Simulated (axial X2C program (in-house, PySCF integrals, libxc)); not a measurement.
## Excited states of NaCa⁺ by EOM-EE-CCSD

Calculated with an in-house all-electron X2C program for linear molecules (integrals from PySCF): two-component X2C with atomic mean-field Coulomb and Gaunt terms, Gaussian nuclei, basis Ca dyall-acv3z, Na dyall-acv3z with contracted cores.

R = 3.527 Å (near the PBE0 minimum at charge 1 of the determinant lowest at the starting distance; the state shown can have its own minimum elsewhere).

Hartree–Fock spinors of NaCa⁺ (one of each Kramers pair; a window near the gap, which can cut inner shells):

```csv
ω,occupied,ε (eV),character
1/2,yes,-9.66,"55% Ca s, 20% Na s, 15% Na p"
1/2,no,-3.80,"44% Ca p, 30% Na s, 11% Ca s"
1/2,no,-2.88,"62% Ca p, 31% Na p, 6% Na d"
3/2,no,-2.87,"62% Ca p, 32% Na p, 6% Na d"
1/2,no,-2.43,"35% Na p, 24% Ca p, 21% Na s"
1/2,no,-1.83,"39% Ca d, 32% Na p, 15% Ca p"
3/2,no,-1.82,"39% Ca d, 32% Na p, 16% Ca p"
```

Vertical excitation energies from the closed-shell determinant state of NaCa⁺:

```tsv
Ω	excitation (eV)	cm⁻¹	hole of the leading pair	particle of the leading pair	weight of the pair (for Ω = 0 its time-reversed partner can hold as much again)	singles weight
0⁻	1.423	11475	55% Ca sσ, 20% Na sσ, 15% Na pσ	48% Ca pσ, 19% Na sσ, 17% Ca sσ	0.49	0.98
1	1.423	11475	55% Ca sσ, 20% Na sσ, 15% Na pσ	48% Ca pσ, 19% Na sσ, 17% Ca sσ	0.98	0.98
0⁺	2.227	17962	55% Ca sσ, 20% Na sσ, 15% Na pσ	59% Ca pπ, 17% Na pπ, 13% Ca dπ	0.49	0.97
0⁻	2.227	17963	55% Ca sσ, 20% Na sσ, 15% Na pσ	59% Ca pπ, 17% Na pπ, 13% Ca dπ	0.49	0.97
1	2.232	18004	55% Ca sσ, 20% Na sσ, 15% Na pσ	59% Ca pπ, 17% Na pπ, 13% Ca dπ	0.49	0.97
2	2.237	18045	55% Ca sσ, 20% Na sσ, 15% Na pσ	59% Ca pπ, 17% Na pπ, 13% Ca dπ	0.97	0.97
0⁺	2.894	23338	55% Ca sσ, 20% Na sσ, 15% Na pσ	49% Ca pσ, 27% Na sσ, 13% Ca sσ	0.44	0.89
1	3.464	27937	55% Ca sσ, 20% Na sσ, 15% Na pσ	80% Ca pπ, 11% Na pπ, 6% Na dπ	0.43	0.85
0⁻	3.625	29235	55% Ca sσ, 20% Na sσ, 15% Na pσ	70% Ca dπ, 24% Ca pπ	0.72	0.92
1	3.626	29249	55% Ca sσ, 20% Na sσ, 15% Na pσ	69% Ca dπ, 25% Ca pπ	0.47	0.92
2	3.628	29262	55% Ca sσ, 20% Na sσ, 15% Na pσ	70% Ca dπ, 24% Ca pπ	0.92	0.92
```

This point took 76 s on 1 thread of Intel(R) Xeon(R) Platinum 8559C (Emerald Rapids) (shared host).

Reference electrons by ω block (each with its −ω partner): 1/2: 12, 3/2: 3. 18 electrons of NaCa⁺ correlated (inner shells frozen), 84 natural virtual spinors (a truncated set); levels can be off by some tenths of an eV. Roots sought by Ω: (0: 5, 1: 4, 2: 3, 3: 1); the list ends where they run out and leaves out roots under 60 % singles weight. The solver can skip a root, and states that need a further excitation, which the method places far too high, are missing though they may lie low or lowest. T1 of the reference 0.012 (Lee–Taylor). Number of frozen shells: Ca 2 s, 1 p; Na 1 s.
